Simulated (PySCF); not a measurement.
Job file and geometry (Å, from GFN2-xTB) of an NMR shielding run on SMILES C=C(BO/C(Cl)=C\Cl)CC, C6H9BCl2O, PySCF 2.14.0, density-fitted response routines, GIAO PBE0/pcSseg-1 NMR shielding, non-relativistic, gas phase; density fitting, a coarse starting grid and PySCF grid level 2 are the driver's defaults:

```
$ OMP_NUM_THREADS=1 python probes_run.py task.json out

{"job": {"kind": "nmr", "xc": "PBE0", "basis": "pcSseg-1"}, "charge": 0, "multiplicity": 1}
C     -1.922222    -1.940232    -0.299771
C     -1.074428    -0.960403     0.020979
B      0.468017    -1.200401     0.022908
O      1.227986    -0.170090     0.456686
C      2.531774    -0.034212     0.606824
Cl     3.569666    -1.395541     0.280825
C      3.111639     1.101576     1.002396
Cl     2.184084     2.503866     1.336582
C     -1.605285     0.404292     0.383304
C     -1.364343     1.398924    -0.752522
H     -1.573121    -2.919700    -0.580032
H     -2.993030    -1.803385    -0.288834
H      0.939596    -2.222620    -0.318783
H      4.174813     1.200382     1.127875
H     -1.094636     0.762522     1.278872
H     -2.675705     0.348817     0.592790
H     -1.859862     1.063206    -1.661216
H     -0.300661     1.493641    -0.954265
H     -1.754086     2.378608    -0.485542
```

Question: Write the output of this run.

Answer: 
```
coarse grid: 17520 points
cycle   1  E = -1253.5875249436  dE =  1.414e+00  |g| = 6.360e-01  |ddm| = 4.013e+00
cycle   2  E = -1253.5127043820  dE =  7.482e-02  |g| = 8.996e-01  |ddm| = 1.228e+00
cycle   3  E = -1253.6735911498  dE = -1.609e-01  |g| = 9.747e-02  |ddm| = 7.944e-01
cycle   4  E = -1253.6751795081  dE = -1.588e-03  |g| = 4.673e-02  |ddm| = 1.046e-01
cycle   5  E = -1253.6756639621  dE = -4.845e-04  |g| = 1.573e-02  |ddm| = 4.792e-02
cycle   6  E = -1253.6757242372  dE = -6.028e-05  |g| = 4.948e-03  |ddm| = 1.879e-02
cycle   7  E = -1253.6757303091  dE = -6.072e-06  |g| = 1.053e-03  |ddm| = 5.171e-03
final grid: 161504 points
cycle   8  E = -1253.7428531972  dE = -5.664e-05  |g| = 1.037e-02  |ddm| = 3.353e-02
cycle   9  E = -1253.7428404876  dE =  1.271e-05  |g| = 1.306e-02  |ddm| = 1.706e-02
cycle  10  E = -1253.7428761866  dE = -3.570e-05  |g| = 1.755e-03  |ddm| = 9.865e-03
cycle  11  E = -1253.7428766957  dE = -5.090e-07  |g| = 5.151e-04  |ddm| = 1.793e-03
cycle  12  E = -1253.7428767484  dE = -5.270e-08  |g| = 1.473e-04  |ddm| = 5.371e-04
cycle  13  E = -1253.7428767530  dE = -4.650e-09  |g| = 5.454e-05  |ddm| = 1.566e-04
cycle  14  E = -1253.7428767538  dE = -7.383e-10  |g| = 9.077e-06  |ddm| = 5.573e-05
converged SCF energy = -1253.7428767538

GIAO shielding tensors (ppm)
atom      isotropic    diamagn.    paramagn.     s11        s22        s33       span
  0 C       36.776     252.492    -215.716    -83.690     46.811    147.208    230.898
  1 C       23.076     261.516    -238.440    -88.346    -15.041    172.614    260.960
  2 B       60.105     194.896    -134.791     19.214     63.415     97.688     78.475
  3 O       91.685     402.245    -310.559    -61.471     39.449    297.078    358.549
  4 C       34.714     244.386    -209.672    -56.813     68.414     92.542    149.354
  5 Cl     700.484    1143.904    -443.420    501.452    608.210    991.791    490.339
  6 C       75.556     253.007    -177.451      6.597     99.076    120.995    114.398
  7 Cl     769.073    1147.143    -378.070    569.719    804.250    933.249    363.530
  8 C      151.942     246.603     -94.661    138.678    148.286    168.862     30.184
  9 C      167.401     248.541     -81.140    154.744    162.947    184.511     29.767
 10 H       25.372      30.695      -5.322     21.774     24.676     29.667      7.893
 11 H       25.054      30.783      -5.729     20.968     24.676     29.516      8.548
 12 H       26.186      31.107      -4.921     23.293     25.035     30.231      6.939
 13 H       25.978      28.749      -2.771     19.842     27.462     30.629     10.787
 14 H       28.831      31.677      -2.846     25.598     28.398     32.497      6.899
 15 H       29.659      31.807      -2.148     25.576     28.299     35.101      9.525
 16 H       31.023      30.665       0.358     27.105     29.169     36.795      9.690
 17 H       30.237      31.965      -1.729     25.199     30.248     35.263     10.064
 18 H       30.411      29.425       0.987     26.599     27.363     37.272     10.673
```

Size and cost of the density-fitted run: 229 basis functions, 88 s wall time on 1 thread of an Arm Neoverse N1, shared host; peak memory 1.1 GiB.
